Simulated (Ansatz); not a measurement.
`[OH][Ti]([OH])([OH])[Br]`, relaxed with RKS PBE-D4/def2-SVP in Ansatz from a rough embedded geometry. The force threshold is 0.03 eV/Å; the program also tests the step.

Charge 0, multiplicity 1.

Start:

```xyz
8

O     1.554   -0.352   -0.826
Ti    0.055    0.348    0.173
O    -1.238    1.036   -1.090
O    -0.800   -1.036    1.185
Br    0.771    2.199    1.714
H     2.222   -0.689   -0.089
H    -1.600    0.260   -1.610
H    -0.964   -1.765    0.544
```

```json
{"step": "1", "energy (eV)": "-99318.3136", "largest force (eV/Å)": "2.809", "largest move (Å)": "0.000"}
{"step": "2", "energy (eV)": "-99319.0314", "largest force (eV/Å)": "1.446", "largest move (Å)": "0.172"}
{"step": "3", "energy (eV)": "-99319.1795", "largest force (eV/Å)": "0.723", "largest move (Å)": "0.104"}
{"step": "4", "energy (eV)": "-99319.2749", "largest force (eV/Å)": "0.273", "largest move (Å)": "0.197"}
{"step": "5", "energy (eV)": "-99319.3328", "largest force (eV/Å)": "0.249", "largest move (Å)": "0.194"}
{"step": "6", "energy (eV)": "-99319.3498", "largest force (eV/Å)": "0.262", "largest move (Å)": "0.148"}
{"step": "7 (rejected)", "energy (eV)": "-99319.3406", "largest force (eV/Å)": "0.641", "largest move (Å)": "0.132"}
{"step": "8", "energy (eV)": "-99319.3602", "largest force (eV/Å)": "0.208", "largest move (Å)": "0.065"}
{"step": "9", "energy (eV)": "-99319.3633", "largest force (eV/Å)": "0.096", "largest move (Å)": "0.100"}
{"step": "10", "energy (eV)": "-99319.3639", "largest force (eV/Å)": "0.029", "largest move (Å)": "0.017"}
```

End:

```xyz
8

O     1.544   -0.441   -0.627
Ti    0.015    0.223    0.015
O    -0.941    0.874   -1.352
O    -0.939   -1.030    0.857
Br    0.569    1.937    1.592
H     2.407   -0.485   -0.178
H    -1.913    0.870   -1.419
H    -0.742   -1.947    1.113
```

Run time 12 s (8 threads of an Arm Neoverse V1 on a shared host); peak host memory 0.21 GiB.
